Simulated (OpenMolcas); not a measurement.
**Ir4+ in a point-charge field**

Ir4+ among 6 point charges of -1.5 e arranged as a tetragonal octahedron (D4h), 1.89 Å from the ion, with the axial distance 1.966 Å.
```
   1.8900    0.0000    0.0000  -1.50
   0.0000    1.8900    0.0000  -1.50
  -1.8900    0.0000    0.0000  -1.50
   0.0000   -1.8900    0.0000  -1.50
   0.0000    0.0000    1.9656  -1.50
   0.0000    0.0000   -1.9656  -1.50
```

```
Program             : OpenMolcas
Method              : SS-CASPT2, IPEA 0.25 Eh, imaginary shift 0.1 Eh (closed shells correlated: 5s 5p)
Basis               : ANO-RCC-VDZP [7s6p4d2f]
Scalar Hamiltonian  : DKH2, point nucleus
Active space        : 5 electrons in 5 orbitals (5d)
State averaging     : 2S+1 = 6 even, 1 root; 2S+1 = 4 even, 24 roots; 2S+1 = 2 even, 75 roots
Spin-orbit coupling : RASSI with atomic mean-field integrals over the reference wave functions
```

The lowest spin-free states (labels of D4, the rotations of D4h), above the lowest:

```
State  Degeneracy  E (cm-1)  Free-ion L (%)
  6A1           1         0         S (100)
  4A2           1     18500          G (64)
   4E           2     18880          G (64)
   4E           2     22540          G (77)
  4B2           1     24130          G (90)
  2B2           1     24760          I (38)
   2E           2     25570          I (41)
  4B1           1     25680          G (99)
  4A1           1     25790         G (100)
  4A1           1     26060         G (100)
   4E           2     28030          D (74)
  4B2           1     28940          D (86)
  4A1           1     30740         D (100)
  4B1           1     30750          D (98)
  2B1           1     30790          I (65)
  2A2           1     31620          I (68)
   2E           2     31670          I (68)
  2B2           1     32220          I (62)
   2E           2     32930          I (65)
  2B1           1     33920          I (61)
```

The lowest levels with spin-orbit coupling:

| E (cm-1) | Degeneracy | Label | 2S+1 | g |
| --- | --- | --- | --- | --- |
| 0 | 2 | E3/2 | 6 (77 %) | 2.76 2.76 3.83 |
| 240 | 2 | E1/2 | 6 (81 %) | 1.92 5.75 5.75 |
| 390 | 2 | E3/2 | 6 (83 %) | 2.81 2.81 7.73 |
| 12600 | 2 | E3/2 | 2 (48 %) | 2.15 2.26 2.26 |
| 16860 | 2 | E1/2 | 4 (70 %) | 2.54 2.54 3.09 |
| 18110 | 2 | E3/2 | 4 (74 %) | 0.58 2.01 2.01 |
| 19560 | 2 | E3/2 | 4 (70 %) | 0.11 0.11 0.24 |
| 19720 | 2 | E1/2 | 4 (78 %) | 0.37 0.86 0.86 |
| 21340 | 2 | E1/2 | 4 | 0.14 0.14 1.33 |
| 21610 | 2 | E3/2 | 4 (85 %) | 1.78 1.78 2.51 |
| 22050 | 2 | E3/2 | 4 (85 %) | 0.50 3.18 3.18 |
| 22100 | 2 | E1/2 | 4 (83 %) | 0.45 0.45 3.39 |
| 23930 | 2 | E1/2 | 4 (68 %) | 0.39 0.97 0.97 |
| 24210 | 2 | E3/2 | 4 (72 %) | 0.05 0.84 0.84 |
| 25090 | 2 | E1/2 | 4 (86 %) | 0.28 3.16 3.16 |
| 25120 | 2 | E3/2 | 4 (64 %) | 1.48 2.86 2.86 |
| 25330 | 2 | E3/2 | 4 (67 %) | 0.90 0.90 2.96 |
| 25810 | 2 | E1/2 | 4 (79 %) | 0.58 4.09 4.09 |
| 26300 | 2 | E1/2 | 4 (78 %) | 0.63 0.63 1.03 |
| 27120 | 2 | E1/2 | 4 (85 %) | 2.97 2.97 4.05 |

Powder χT (cm3 K/mol): 0.963 at 2 K, 1.08 at 10 K, 1.65 at 50 K, 2.33 at 100 K, 3.21 at 200 K, 3.57 at 300 K. The effective moment at 300 K is 2.828 √(χT) = 5.34 μB.

Point charges give a weaker field than real ligands, and real ions of this kind are as a rule low spin; the high spin found here belongs to the model. Free-ion shares, where given, are those of the reference states; single-state CASPT2 does not remix them. This is an electrostatic model: the charges have no orbitals. No measured value stands beside these numbers.

The CASPT2 steps took 6.5 s on 1 thread of Arm Neoverse V2 (shared host); the integral step is not counted.
